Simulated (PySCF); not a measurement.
## [Hg(H2O)2]2+: from a saddle point downhill

PySCF 2.14.0, RKS PBE, Hg def2-SVP with ECP60, O def2-SVP, H def2-SVP; non-relativistic Hamiltonian with scalar-relativistic core potentials where named; density fitting; no spin-orbit coupling. Relaxed within the symmetry of its start, the geometry (D2d) is

```xyz
7

Hg    0.0000    0.0000    0.0000
O     0.0000    0.0000    2.0578
H     0.5789    0.5789    2.6158
H    -0.5789   -0.5789    2.6158
O     0.0000    0.0000   -2.0578
H     0.5789   -0.5789   -2.6158
H    -0.5789    0.5789   -2.6158
```

and its lowest harmonic modes are -246, -246, 139, 142, 142, 442 cm⁻¹ (negative: unstable). It was moved along the lowest mode and relaxed again.

(1) Where does it end, and how much lower?

(2) How do the contacts change?

(3) Is the end a minimum?

State: singlet.

Results:

(1) In C2, 0.014 eV lower, after 5 steps:
```xyz
7

Hg   -0.0296   -0.0178   -0.0006
O     0.0556   -0.0480    2.0694
H     0.4730    0.6964    2.5766
H    -0.6767   -0.4465    2.6078
O     0.0135    0.0119   -2.0717
H     0.4205   -0.7329   -2.5866
H    -0.7310    0.4083   -2.5947
```

(2) 
```json
{"contact": "Hg1–O2 (H2O)", "saddle (Å)": "2.058", "end (Å)": "2.072"}
{"contact": "Hg1–O5 (H2O)", "saddle (Å)": "2.058", "end (Å)": "2.072"}
```


(3) Yes; lowest modes 118, 134, 135, 326, 352, 453 cm⁻¹.
